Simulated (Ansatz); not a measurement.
C3H4O, SMILES `CC1=CO1` (charge 0, multiplicity 1).

Method: frozen-core CCSD(T)/cc-pVTZ // B3LYP-D3(BJ)/def2-TZVP (Ansatz, an electronic-structure program).

Ansatz 0.2 input:
```yaml
crystal:
  periodic: [false, false, false]
  atoms:
    - { symbol: C, position_ang: [-1.104116, -0.056825, -0.017128] }
    - { symbol: C, position_ang: [0.348818, 0.103927, -0.008752] }
    - { symbol: C, position_ang: [1.549136, -0.297536, 0.086281] }
    - { symbol: O, position_ang: [1.131003, 1.251297, -0.1792] }
    - { symbol: H, position_ang: [-1.383246, -1.096152, 0.147583] }
    - { symbol: H, position_ang: [-1.544692, 0.568301, 0.763246] }
    - { symbol: H, position_ang: [-1.50291, 0.281363, -0.976537] }
    - { symbol: H, position_ang: [2.506006, -0.754374, 0.184507] }
basis:
  gaussian: { orbitals: cc-pVTZ }
correlation:
  method: ccsd_t
```

Output:

```
Functional definition: HF
1009 factors; integrals over basis functions are off by at most 9.6e-4 eV
mean field evaluation 1: about -5186.5887 eV, gradient 3.4e1 eV
mean field evaluation 2: about -5186.5939 eV, gradient 3.4e1 eV
mean field evaluation 4: about -5189.2958 eV, gradient 5.2e0 eV
mean field evaluation 8: about -5189.3666 eV, gradient 3.3e-4 eV
mean field evaluation 16: about -5189.3615 eV, gradient 2.5e-1 eV
mean field -5189.36658236 eV, -190.7057044228 hartree, gradient 3.6e-6 eV, S^2 0.000000; 0 other end points of the search recorded, 0 dependent functions left out; unrestricted orbitals would lower it
4 core orbitals not correlated
reference -5189.36658236 eV, -190.7057044228 hartree; 11, 11 occupied and 161, 161 virtual orbitals, 1009 factors
second order -19.77010491 eV of doubles, -0.00000000 eV of singles
cycle   1  -19.53131336 eV  change    2.4e-1 eV  update   1.1e-1
cycle   2  -20.10044921 eV  change   -5.7e-1 eV  update   3.9e-2
cycle   3  -20.25600595 eV  change   -1.6e-1 eV  update   2.0e-2
cycle   4  -20.24817731 eV  change    7.8e-3 eV  update   6.4e-3
cycle   5  -20.24663277 eV  change    1.5e-3 eV  update   2.7e-3
cycle   6  -20.24859758 eV  change   -2.0e-3 eV  update   9.1e-4
cycle   7  -20.24787686 eV  change    7.2e-4 eV  update   3.3e-4
cycle   8  -20.24779753 eV  change    7.9e-5 eV  update   1.6e-4
cycle   9  -20.24785083 eV  change   -5.3e-5 eV  update   7.7e-5
cycle  10  -20.24782408 eV  change    2.7e-5 eV  update   4.1e-5
cycle  11  -20.24782742 eV  change   -3.3e-6 eV  update   2.3e-5
perturbative correction -0.98251710 eV, -0.0361068374 hartree
Total energy: -5210.59692688 eV, -191.4859051934 hartree
```
